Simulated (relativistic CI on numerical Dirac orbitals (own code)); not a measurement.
Sensitivity of the levels of Ho⁵⁺ to α and to the nuclear radius

Method of calculation: Dirac-Coulomb-Breit CI, KLI orbitals optimised for each configuration, valence Slater integrals scaled by 0.85, P86 correlation energy added to each configuration, derivatives by finite differences, QED left out (own radial code, finite nucleus).

CI space (outside the closed core [Kr] 4d10): 4f9.5s2.5p5, 4f9.5s.5p6. The list is cut by size and lacks configurations that can hold low levels.

With x = (α/α₀)² − 1 an excitation energy changes as ω = ω₀ + qx; K = 2q/ω₀ is the relative enhancement. Terms are leading LS components, so labels can repeat. The field-shift factor is F = δν/δ⟨r²⟩ for the transition from the lowest level.

Lowest level 4f9.5s2.5p5 7I_9.

```tsv
Level	ω₀ (cm⁻¹)	q (cm⁻¹)	K	F (GHz/fm²)
4f9.5s2.5p5 7I_8	5892.1	4793	1.63	0.144
4f9.5s2.5p5 7G_7	8751.2	3853	0.881	-0.00423
4f9.5s2.5p5 7G_6	9612.2	3749	0.78	-0.0895
4f9.5s2.5p5 7I_7	11004.9	7418	1.35	0.103
4f9.5s2.5p5 7H_8	11404.7	-373.3	-0.0655	-0.073
4f9.5s2.5p5 5G_6	11706.3	3051	0.521	0.103
4f9.5s2.5p5 7G_5	11885.2	7666	1.29	0.0927
4f9.5s2.5p5 7G_4	13368.6	9422	1.41	0.17
4f9.5s2.5p5 7G_3	14397.5	10490	1.46	0.236
4f9.5s2.5p5 7I_6	14541.0	7550	1.04	0.206
4f9.5s2.5p5 7G_2	15122.0	11240	1.49	0.288
4f9.5s2.5p5 5G_5	15156.1	5321	0.702	0.182
4f9.5s2.5p5 7G_1	15582.3	11710	1.5	0.322
4f9.5s2.5p5 7G_7	16094.2	3399	0.422	0.176
4f9.5s2.5p5 7F_6	16588.4	5887	0.71	0.0702
4f9.5s2.5p5 7F_5	16892.0	4406	0.522	0.246
4f9.5s2.5p5 5G_4	17913.1	7661	0.855	0.289
4f9.5s2.5p5 7F_4	18766.4	6202	0.661	0.357
4f9.5s2.5p5 7I_5	18971.8	10460	1.1	0.1
4f9.5s2.5p5 5G_3	19742.9	8572	0.868	0.346
4f9.5s2.5p5 7D_3	20571.8	7780	0.756	0.423
4f9.5s2.5p5 5F_5	20954.7	3917	0.374	0.138
4f9.5s2.5p5 5G_2	21104.6	9635	0.913	0.398
```

At this charge configurations can still be misplaced by up to about 7 % of their energy. Levels and lines within the n = 5 or 6 shells can be off by up to 10 % or somewhat more, and those that change n by about 2 %, since core polarisation is missing.
